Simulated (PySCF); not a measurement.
**Single point on NiF⁻**

State: triplet, unpaired electrons π ↑, δ ↑, a mixture of terms (⟨Lz²⟩ = 3.3), a second solution, started from another occupation.

An equivalent input (the run itself took its basis sets from the Basis Set Exchange, started from a PBE0 density and held the occupation σ 10α 10β, πx 4α 3β, πy 4α 4β, δx 1α 0β, δy 1α 1β):

```python
from pyscf import gto, dft
mol = gto.M(atom='Ni 0 0 0; F 0 0 1.835', basis={'Ni': 'def2-TZVPPD', 'F': 'def2-TZVPPD'},
            charge=-1, spin=2, verbose=4, symmetry='C2v')
mf = dft.UKS(mol, xc='PBE0')
mf.grids.atom_grid = (80, 434)
mf.grids.prune = dft.gen_grid.treutler_prune
mf.irrep_nelec = {'A1': (11, 10), 'A2': (1, 1), 'B1': (4, 3), 'B2': (4, 4)}
mf.conv_tol = 1e-9
mf.max_cycle = 60
mf.diis_space = 10
mf.kernel()
```

The log (some set-up lines and the per-cycle HOMO/LUMO lines removed):

```
******** <class 'pyscf.dft.uks_symm.SymAdaptedUKS'> ********
method = SymAdaptedUKS
damping factor = 0
level_shift factor = 0
DIIS = <class 'pyscf.scf.diis.CDIIS'>
diis_start_cycle = 1
diis_space = 10
diis_damp = 0
SCF conv_tol = 1e-09
SCF conv_tol_grad = None
SCF max_cycles = 60
number electrons alpha = 20  beta = 18
Set gradient conv threshold to 3.16228e-05
init E= -1607.88377727318
cycle= 1 E= -1607.88144856827  delta_E= 0.00233  |g|= 0.0253  |ddm|= 0.106
cycle= 2 E= -1607.87949706898  delta_E= 0.00195  |g|= 0.109  |ddm|= 0.254
cycle= 3 E= -1607.88165738998  delta_E= -0.00216  |g|= 0.0102  |ddm|= 0.108
cycle= 4 E= -1607.88168688832  delta_E= -2.95e-05  |g|= 0.00742  |ddm|= 0.0136
cycle= 5 E= -1607.88169890437  delta_E= -1.2e-05  |g|= 0.0091  |ddm|= 0.0114
cycle= 6 E= -1607.88169798548  delta_E= 9.19e-07  |g|= 0.00899  |ddm|= 0.000788
cycle= 7 E= -1607.88166068997  delta_E= 3.73e-05  |g|= 0.00167  |ddm|= 0.0496
cycle= 8 E= -1607.88165876271  delta_E= 1.93e-06  |g|= 0.000329  |ddm|= 0.0147
cycle= 9 E= -1607.88165887444  delta_E= -1.12e-07  |g|= 0.000435  |ddm|= 0.000964
cycle= 10 E= -1607.88165894407  delta_E= -6.96e-08  |g|= 0.000148  |ddm|= 0.00113
cycle= 11 E= -1607.88165902525  delta_E= -8.12e-08  |g|= 0.000294  |ddm|= 0.0016
cycle= 12 E= -1607.88165904871  delta_E= -2.35e-08  |g|= 0.000114  |ddm|= 0.000955
cycle= 13 E= -1607.88165905455  delta_E= -5.84e-09  |g|= 5.73e-05  |ddm|= 0.000787
cycle= 14 E= -1607.88165905364  delta_E= 9.04e-10  |g|= 8.74e-06  |ddm|= 0.000399
Extra cycle  E= -1607.88165905365  delta_E= -1.18e-11  |g|= 1.46e-05  |ddm|= 1.85e-05
converged SCF energy = -1607.88165905365  <S^2> = 2.011801  2S+1 = 3.0078571
```

Repeating this along the bond gives Re = 1.954 Å and ωe = 404 cm⁻¹.

A point of this curve took 6.1 CPU seconds beside 0.86 for the integrals, on Arm Neoverse V1 (shared host).

The highest Kohn–Sham level is positive in this anion. Much of that is self-interaction error, but it also means that the finite basis helps to hold the extra electron.
